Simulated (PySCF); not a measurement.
The PySCF input:
```python
from pyscf import gto, scf, dft, tdscf

mol = gto.M(
    atom='''
Sb   -0.000928   -0.000202    0.055070
H    -0.858578   -1.039792   -0.954754
H    -0.450424    1.282413   -0.939369
H     1.356337   -0.232333   -0.914467
''',
    basis='def2-svp',
    ecp={'Sb': 'def2-svp'},
    charge=0,
    spin=0,
    verbose=4,
)

mf = dft.RKS(mol)
mf.xc = 'lc_wpbe'
mf.kernel()
td = mf.TDDFT()
td.nstates = 5
td.kernel()
td.analyze(verbose=3)
```

What does this run give for the Mulliken (on the basis functions themselves) charges in atom order, nuclear repulsion energy, excitation energies found, lowest excitation energy found, total energy?


```
Quantity                                                                                            Result
------------------------------------------------------------------  --------------------------------------
Mulliken (on the basis functions themselves) charges in atom order  Sb1 0.16, H2 -0.05, H3 -0.05, H4 -0.05
nuclear repulsion energy                                                                        22.3550 Eh
excitation energies found                                                  6.80, 6.80, 8.37, 8.48, 9.28 eV
lowest excitation energy found                                                                     6.80 eV
total energy                                                                                  -242.0518 Eh
```
